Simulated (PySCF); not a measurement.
# `[PH3+][Si@@H](c1cccs1)C1CC1`, [C$_{7}$H$_{12}$PSSi]+, charge +1

Molfile (atoms numbered from 1):
```
C7H12PSSi
     RDKit          3D

 22 23  0  0  0  0  0  0  0  0999 V2000
   -0.4599    1.8961    1.6998 P   0  0  0  0  0  0  0  0  0  0  0  0
   -0.5278    1.1265   -0.5694 Si  0  0  1  0  0  4  0  0  0  0  0  0
    1.1033    0.2369   -0.6330 C   0  0  0  0  0  0  0  0  0  0  0  0
    2.0834    0.1542    0.3293 C   0  0  0  0  0  0  0  0  0  0  0  0
    3.1939   -0.6043   -0.0692 C   0  0  0  0  0  0  0  0  0  0  0  0
    3.0592   -1.0935   -1.3339 C   0  0  0  0  0  0  0  0  0  0  0  0
    1.5823   -0.6423   -2.0599 S   0  0  0  0  0  0  0  0  0  0  0  0
   -2.0767    0.0643   -0.5002 C   0  0  0  0  0  0  0  0  0  0  0  0
   -2.0858   -1.3311   -1.0810 C   0  0  0  0  0  0  0  0  0  0  0  0
   -2.1039   -1.1582    0.3948 C   0  0  0  0  0  0  0  0  0  0  0  0
   -1.6108    2.5452    2.0900 H   0  0  0  0  0  0  0  0  0  0  0  0
    0.4586    2.8219    2.1437 H   0  0  0  0  0  0  0  0  0  0  0  0
   -0.3773    0.9906    2.7336 H   0  0  0  0  0  0  0  0  0  0  0  0
   -0.6442    2.4021   -1.2787 H   0  0  0  0  0  0  0  0  0  0  0  0
    2.0003    0.6276    1.2963 H   0  0  0  0  0  0  0  0  0  0  0  0
    4.0551   -0.7807    0.5486 H   0  0  0  0  0  0  0  0  0  0  0  0
    3.7525   -1.6999   -1.8825 H   0  0  0  0  0  0  0  0  0  0  0  0
   -3.0157    0.5997   -0.5878 H   0  0  0  0  0  0  0  0  0  0  0  0
   -1.1838   -1.7023   -1.5424 H   0  0  0  0  0  0  0  0  0  0  0  0
   -2.9875   -1.6552   -1.5758 H   0  0  0  0  0  0  0  0  0  0  0  0
   -3.0168   -1.3659    0.9309 H   0  0  0  0  0  0  0  0  0  0  0  0
   -1.2091   -1.4121    0.9460 H   0  0  0  0  0  0  0  0  0  0  0  0
  1  2  1  0
  2  3  1  0
  3  4  2  0
  4  5  1  0
  5  6  2  0
  6  7  1  0
  2  8  1  0
  8  9  1  0
  9 10  1  0
  7  3  1  0
 10  8  1  0
  1 11  1  0
  1 12  1  0
  1 13  1  0
  2 14  1  6
  4 15  1  0
  5 16  1  0
  6 17  1  0
  8 18  1  0
  9 19  1  0
  9 20  1  0
 10 21  1  0
 10 22  1  0
M  CHG  1   1   1
M  END
```

Level of theory: PySCF, GIAO HF/pcSseg-1 magnetisability, rotational g tensor and spin-rotation constants, non-relativistic, gas phase. Geometry: GFN2-xTB.

For an ion the centre-of-mass motion in the field is neglected.

Task: Give the nuclear spin-rotation constants along the inertial axes (H = +C I·J) beside the isotropic shieldings.

Result: Rotational constants 1.1199, 0.6443, 0.4789 GHz. A star marks the isotopologue with that one atom substituted, in its own axes.
| atom | isotope | Caa (kHz) | Cbb (kHz) | Ccc (kHz) | mean (kHz) | σ (ppm) |
| --- | --- | --- | --- | --- | --- | --- |
| P1 | 31P | 1.175 | 0.662 | 0.504 | 0.780 | 533.7 |
| H11 | 1H | 0.023 | -0.081 | -0.059 | -0.039 | 27.8 |
| H12 | 1H | -0.130 | 0.005 | -0.057 | -0.061 | 27.6 |
| H13 | 1H | -0.139 | -0.081 | 0.010 | -0.070 | 27.7 |
| H14 | 1H | -0.115 | -0.066 | 0.014 | -0.056 | 26.3 |
| H15 | 1H | -0.035 | -0.005 | -0.056 | -0.032 | 25.0 |
| H16 | 1H | -0.056 | -0.020 | -0.026 | -0.034 | 24.5 |
| H17 | 1H | 0.096 | -0.060 | -0.055 | -0.006 | 23.5 |
| H18 | 1H | -0.063 | -0.074 | -0.051 | -0.063 | 32.2 |
| H19 | 1H | -0.021 | -0.068 | -0.060 | -0.050 | 31.0 |
| H20 | 1H | -0.115 | -0.011 | -0.058 | -0.061 | 30.6 |
| H21 | 1H | -0.050 | -0.073 | -0.045 | -0.056 | 31.0 |
| H22 | 1H | -0.121 | -0.055 | -0.038 | -0.071 | 32.2 |
| Si2 | 29Si* | -0.640 | -0.365 | -0.298 | -0.434 | 384.5 |
| C3 | 13C* | 0.484 | 0.172 | 0.086 | 0.247 | 67.1 |
| C4 | 13C* | 0.477 | 0.232 | 0.098 | 0.269 | 42.3 |
| C5 | 13C* | 0.447 | 0.190 | 0.099 | 0.245 | 61.4 |
| C6 | 13C* | 0.559 | 0.206 | 0.103 | 0.289 | 32.2 |
| S7 | 33S* | 0.383 | 0.259 | 0.153 | 0.265 | 286.0 |
| C8 | 13C* | 0.040 | 0.061 | 0.059 | 0.053 | 203.4 |
| C9 | 13C* | 0.093 | 0.085 | 0.048 | 0.075 | 189.7 |
| C10 | 13C* | 0.071 | 0.061 | 0.069 | 0.067 | 192.7 |

For the geometry as given, no vibrational averaging.
